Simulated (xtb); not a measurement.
C₂H₆O, charge +1, doublet, from a rough starting geometry (a state made from the parent by changing its charge; the spin is typed, not shown lowest); GFN2-xTB in xtb.

Here is a job for xtb.
```
$ xtb mol.xyz --gfn 2 --chrg 1 --uhf 1 --opt vtight --json

# file mol.xyz
9

C     -0.90662728     0.21343801     0.24254541
C      0.36327002    -0.29644282    -0.44171393
O      1.54048629     0.32147762    -0.03754465
H     -1.77900821    -0.31027873    -0.10996767
H     -0.97312282     1.27057933    -0.03566992
H     -0.76771943     0.17794036     1.25379851
H      0.52658499    -1.41128129    -0.12053221
H      0.34875409    -0.28619845    -1.52854411
H      1.64024860     0.34421015     0.91011251
```

The log (banner, timings and long lists left out):

```
   ID    Z sym.   atoms
    1    6 C      1, 2
    2    8 O      3
    3    1 H      4-9

           -------------------------------------------------
          |                Calculation Setup                |
           -------------------------------------------------

           -------------------------------------------------
          |                 G F N 2 - x T B                 |
           -------------------------------------------------

          ...................................................
          :                      SETUP                      :
          :.................................................:
          :  # basis functions                  18          :
          :  # atomic orbitals                  18          :
          :  # shells                           12          :
          :  # electrons                        19          :
          :  max. iterations                   250          :
          :  Hamiltonian                  GFN2-xTB          :
          :  restarted?                      false          :
          :  GBSA solvation                  false          :
          :  PC potential                    false          :
          :  electronic temp.          300.0000000     K    :
          :  accuracy                    1.0000000          :
          :  -> integral cutoff          0.2500000E+02      :
          :  -> integral neglect         0.1000000E-07      :
          :  -> SCF convergence          0.1000000E-05 Eh   :
          :  -> wf. convergence          0.1000000E-03 e    :
          :  Broyden damping             0.4000000          :
          :  net charge                          1          :
          :  unpaired electrons                  1          :
          ...................................................

 iter      E             dE          RMSdq      gap      omega  full diag
   1    -10.9584613 -0.109585E+02  0.307E+00   12.50       0.0  T
   2    -10.9693083 -0.108470E-01  0.225E+00   12.25       1.0  T
   3    -10.9726578 -0.334959E-02  0.117E+00   12.33       1.0  T
   4    -10.9762808 -0.362295E-02  0.452E-01   12.27       1.0  T
   5    -10.9771725 -0.891740E-03  0.163E-01   12.25       1.0  T
   6    -10.9772223 -0.497738E-04  0.470E-02   12.27       1.0  T
   7    -10.9772313 -0.902109E-05  0.236E-02   12.27       1.4  T
   8    -10.9772348 -0.347918E-05  0.510E-03   12.27       6.5  T
   9    -10.9772349 -0.772602E-07  0.170E-03   12.27      19.6  T
  10    -10.9772349 -0.170227E-07  0.381E-04   12.27      87.5  T
  11    -10.9772349 -0.428365E-09  0.163E-04   12.27     205.0  T

   *** convergence criteria satisfied after 11 iterations ***

         :::::::::::::::::::::::::::::::::::::::::::::::::::::
         ::                     SUMMARY                     ::
         :::::::::::::::::::::::::::::::::::::::::::::::::::::
         :: total energy             -10.847863032182 Eh    ::
         :: gradient norm              0.096247414799 Eh/a0 ::
         :: HOMO-LUMO gap             12.271910527746 eV    ::
         ::.................................................::
         :: SCC energy               -10.977234393268 Eh    ::
         :: -> isotropic ES            0.121192163488 Eh    ::
         :: -> anisotropic ES         -0.009152578904 Eh    ::
         :: -> anisotropic XC          0.004714884473 Eh    ::
         :: -> dispersion             -0.002000239185 Eh    ::
         :: repulsion energy           0.129371361086 Eh    ::
         :: add. restraining           0.000000000000 Eh    ::
         :: total charge               1.000000000010 e     ::
         :::::::::::::::::::::::::::::::::::::::::::::::::::::

      -----------------------------------------------------------
     |                   =====================                   |
     |                        A N C O P T                        |
     |                   =====================                   |
     |               Approximate Normal Coordinate               |
     |                Rational Function Optimizer                |
      -----------------------------------------------------------
      -----------------------------------------------------------
     |                   =====================                   |
     |                        A N C O P T                        |
     |                   =====================                   |
     |               Approximate Normal Coordinate               |
     |                Rational Function Optimizer                |
      -----------------------------------------------------------

          ...................................................
          :                      SETUP                      :
          :.................................................:
          :   optimization level         verytight          :
          :   max. optcycles                   200          :
          :   ANC micro-cycles                  20          :
          :   degrees of freedom                21          :
          :.................................................:
          :   RF solver                   davidson          :
          :   write xtbopt.log                true          :
          :   linear?                        false          :
          :   energy convergence         0.1000000E-06 Eh   :
          :   grad. convergence          0.2000000E-03 Eh/α :
          :   maxmium RF displ.          1.0000000          :
          :   Hlow (freq-cutoff)         0.1000000E-01      :
          :   Hmax (freq-cutoff)         5.0000000          :
          :   S6 in model hess.         20.0000000          :
          ...................................................

generating ANC from exact Hessian ...
Using Lindh-Hessian (1995)
 Shifting diagonal of input Hessian by    0.0000000000000000
 Lowest  eigenvalues of input Hessian
    0.000000    0.000000    0.000000    0.000000    0.000000    0.000000
[...]
 * total energy  :   -10.8634345 Eh     change       -0.3674222E-04 Eh
 * total energy  :   -10.8634762 Eh     change       -0.4169445E-04 Eh
 * total energy  :   -10.8634868 Eh     change       -0.1060000E-04 Eh
 * total energy  :   -10.8634919 Eh     change       -0.5136487E-05 Eh
 * total energy  :   -10.8635022 Eh     change       -0.1029159E-04 Eh
 * total energy  :   -10.8635052 Eh     change       -0.2987605E-05 Eh
 * total energy  :   -10.8635077 Eh     change       -0.2524827E-05 Eh
 * total energy  :   -10.8635084 Eh     change       -0.6287743E-06 Eh
 * total energy  :   -10.8635086 Eh     change       -0.1903656E-06 Eh
 * total energy  :   -10.8635087 Eh     change       -0.1690869E-06 Eh
 * total energy  :   -10.8635089 Eh     change       -0.1415345E-06 Eh
 * total energy  :   -10.8635090 Eh     change       -0.1157458E-06 Eh
 * total energy  :   -10.8635091 Eh     change       -0.9769716E-07 Eh
   *** GEOMETRY OPTIMIZATION CONVERGED AFTER 27 ITERATIONS ***
[...]
          :  net charge                          1          :
          :  unpaired electrons                  1          :
          ...................................................

 iter      E             dE          RMSdq      gap      omega  full diag
   1    -10.9827806 -0.109828E+02  0.898E-05   13.09       0.0  T
   2    -10.9827806 -0.203837E-10  0.551E-05   13.09     605.1  T
   3    -10.9827806 -0.168523E-10  0.253E-05   13.09    1318.1  T

   *** convergence criteria satisfied after 3 iterations ***

         :::::::::::::::::::::::::::::::::::::::::::::::::::::
         ::                     SUMMARY                     ::
         :::::::::::::::::::::::::::::::::::::::::::::::::::::
         :: total energy             -10.863509089981 Eh    ::
         :: gradient norm              0.000038332357 Eh/a0 ::
         :: HOMO-LUMO gap             13.087432184958 eV    ::
         ::.................................................::
         :: SCC energy               -10.982780031644 Eh    ::
         :: -> isotropic ES            0.120633981128 Eh    ::
         :: -> anisotropic ES         -0.010217277633 Eh    ::
         :: -> anisotropic XC          0.004297319636 Eh    ::
         :: -> dispersion             -0.001997750434 Eh    ::
         :: repulsion energy           0.119270941663 Eh    ::
         :: add. restraining           0.000000000000 Eh    ::
         :: total charge               1.000000000000 e     ::
         :::::::::::::::::::::::::::::::::::::::::::::::::::::

           -------------------------------------------------
          |                Property Printout                |
           -------------------------------------------------

    * Orbital Energies and Occupations

         #    Occupation            Energy/Eh            Energy/eV
      -------------------------------------------------------------
         1        2.0000           -0.9639657             -26.2308
         2        2.0000           -0.8909892             -24.2450
         3        2.0000           -0.8603495             -23.4113
         4        2.0000           -0.7985029             -21.7284
         5        2.0000           -0.7959583             -21.6591
         6        2.0000           -0.7839373             -21.3320
         7        2.0000           -0.7047102             -19.1761
         8        2.0000           -0.7030657             -19.1314
         9        2.0000           -0.6936069             -18.8740
        10        1.0000           -0.6443828             -17.5345 (HOMO)
        11                         -0.1634286              -4.4471 (LUMO)
        12                         -0.1452177              -3.9516
        13                         -0.1193959              -3.2489
        14                         -0.1072780              -2.9192
        15                         -0.0410428              -1.1168
        16                         -0.0019534              -0.0532
        17                          0.0327969               0.8924
        18                          0.0830150               2.2590
      -------------------------------------------------------------
                  HL-Gap            0.4809543 Eh           13.0874 eV
             Fermi-level           -0.5364503 Eh          -14.5976 eV

     #   Z          covCN         q      C6AA      α(0)
     1   6 C        3.750    -0.155    23.574     6.925
     2   6 C        3.668     0.084    19.421     6.318
     3   8 O        1.657    -0.232    17.869     5.706
     4   1 H        0.925     0.131     1.528     1.933
     5   1 H        0.923     0.165     1.293     1.778
     6   1 H        0.923     0.164     1.301     1.784
     7   1 H        0.918     0.233     0.946     1.521
     8   1 H        0.918     0.233     0.947     1.522
     9   1 H        0.804     0.377     0.528     1.142

 Mol. C6AA /au·bohr⁶  :        385.221684
 Mol. C8AA /au·bohr⁸  :       8121.578217
 Mol. α(0) /au        :         28.629128

Wiberg/Mayer (AO) data.
largest (>0.10) Wiberg bond orders for each atom

 ---------------------------------------------------------------------------
     #   Z sym  total        # sym  WBO       # sym  WBO       # sym  WBO
 ---------------------------------------------------------------------------
     1   6 C    3.966 --     2 C    1.100     4 H    0.967     6 H    0.879
                             5 H    0.876
     2   6 C    3.907 --     3 O    1.208     1 C    1.100     8 H    0.776
                             7 H    0.776
     3   8 O    2.316 --     2 C    1.208     9 H    0.834
     4   1 H    0.983 --     1 C    0.967
     5   1 H    0.969 --     1 C    0.876
     6   1 H    0.970 --     1 C    0.879
     7   1 H    0.926 --     2 C    0.776
     8   1 H    0.926 --     2 C    0.776
     9   1 H    0.858 --     3 O    0.834
 ---------------------------------------------------------------------------

Topologies differ in total number of bonds
Writing topology from bond orders to xtbtopo.mol

molecular dipole:
                 x           y           z       tot (Debye)
 q only:        0.109      -0.027      -0.009
   full:        0.066       0.061       0.078       0.302
molecular quadrupole (traceless):
                xx          xy          yy          xz          yz          zz
 q only:       -0.137       0.703       0.100       0.684       2.508       0.038
  q+dip:       -2.257       1.016       1.164       1.054       2.620       1.093
   full:       -1.907       1.107       0.991       1.136       2.550       0.917

optimized geometry written to: xtbopt.xyz

           -------------------------------------------------
          | TOTAL ENERGY              -10.863509089981 Eh   |
          | GRADIENT NORM               0.000038332357 Eh/α |
          | HOMO-LUMO GAP              13.087432184958 eV   |
           -------------------------------------------------

normal termination of xtb
```
